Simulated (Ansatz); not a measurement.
Consider the formal hydrolysis of a C–Si bond: `[SiH3]C/C=C/Cl` + H₂O → `OC/C=C/Cl` + SiH₄.

Program: Ansatz. Geometries: PBE0-D4/def2-TZVP. ΔE: electronic, gas phase. CCSD(T)/CBS is the MP2 limit (def2-TZVPP, def2-QZVPP) plus CCSD(T) − MP2 in def2-TZVPP, frozen cores. This one scheme is used for every species. Double bonds are as drawn, so ΔE can hold a change between cis and trans. Functionals use def2-TZVPP. B3LYP here is the variant with VWN-RPA as its local correlation; programs differ in this. One conformer a species, not always the lowest.

```tsv
level	ΔE (kJ/mol)
PBE-D4	77.2
r2SCAN-D4	77.7
B3LYP-D4	75.0
B2PLYP	74.3
B3LYP	67.8
MP2/def2-QZVPP	92.1
SCS-MP2/def2-QZVPP	83.1
HF/CBS(def2)	62.4
```

Problem. What does CCSD(T)/CBS give? (Best estimate.)

Solution. The calculation gave: +85.1 kJ/mol. The listed levels differ from it by -7.9, -7.4, -10.1, -10.8, -17.3, 7.0, -2.0, -22.7 kJ/mol.

Largest T1 diagnostic among the species: 0.011.

In def2-TZVPP, CCSD(T) changes the Hartree–Fock value by +17.1 kJ/mol (the triples alone add +1.4 kJ/mol) and MP2 by +26.6 kJ/mol. The D4 term adds +7.2 kJ/mol with B3LYP and +4.1 kJ/mol with PBE0; it sums over pairs of atoms, weighted by their polarisabilities, and B3LYP, whose exchange is more repulsive, gets the larger term. From PBE to PBE0 (25 % exact exchange), in def2-TZVPP and without D4, ΔE moves by +3.3 kJ/mol.
